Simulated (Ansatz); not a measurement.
Total energies of the cluster Ta₄Si₃ from Ansatz at PBE0-D4/def2-TZVP, gas phase (1 Eh = 27.2114 eV = 2625.5 kJ/mol). The reference geometry is relaxed at PBE-D4/def2-SVP.

Cartesian coordinates in Å:
```
Ta -0.607 1.261 1.229
Ta -1.899 -0.347 -0.320
Ta 1.568 0.252 -0.559
Ta -0.426 1.523 -1.319
Si -0.028 -1.151 -1.842
Si -0.101 -1.497 0.902
Si 1.494 -0.041 1.909
```

| state | geometry | energy (Eh) |
| --- | --- | --- |
| charge 0 singlet | reference | -1096.10057 |
| charge 0 triplet | relaxed at PBE-D4/def2-SVP | -1096.10495 |
| charge 0 quintet | relaxed at PBE-D4/def2-SVP | -1096.09083 |

In the def2 sets Ta takes a core potential; there is no spin–orbit coupling.

Question: Which of the charge 0 states is lowest, and how far above it are the others?

Answer: The triplet. singlet: -1096.10057 − (-1096.10495) = 0.00438 Eh = 11.5 kJ/mol; quintet: -1096.09083 − (-1096.10495) = 0.01412 Eh = 37.1 kJ/mol.

The structure comes from a short search, and lower isomers may exist.
